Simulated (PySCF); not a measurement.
Compound: C7H13Al.
SMILES: `[CH2]1C[C@@H]([CH2][AlH]1)C(=C)C`

The closed-shell ground state was solved at several levels (PySCF, density fitting, gas phase, non-relativistic). Geometry: PBE0-D3(BJ)/def2-SVP, one conformer, isolated molecule.

| level | basis functions | total energy (Eh) | HOMO (eV) | LUMO (eV) | gap (eV) | dipole (D) |
| --- | --- | --- | --- | --- | --- | --- |
| HF/pcSseg-1 | 208 | -514.4617 | -9.17 | 1.57 | 10.74 | 0.74 |
| PBE0/def2-SVPD | 268 | -516.2612 | -6.85 | -1.04 | 5.81 | 0.53 |

(1) What might PBE0/pcSseg-1 (208 basis functions) give for the same quantities?

(2) Over all these levels, which gives the widest orbital gap and which the narrowest?

(3) How far do the dipole and the HOMO energy spread over the levels?

Results:

(1) Total energy -516.4719 Eh, HOMO -6.83 eV, LUMO -1.09 eV, gap 5.74 eV, dipole 0.56 D.

(2) HF/pcSseg-1 (Hartree–Fock, all exact exchange) has the widest, 10.74 eV, and PBE0/pcSseg-1 (global hybrid, 25 % exact exchange) the narrowest, 5.74 eV. The two share the basis. From the narrowest to the widest the HOMO moves by -2.34 eV and the LUMO by +2.66 eV. The HOMO need not be the same orbital at Hartree–Fock and at DFT levels.

(3) The dipole runs from 0.53 to 0.74 D (mean 0.61 D) and the HOMO from -9.17 to -6.83 eV.
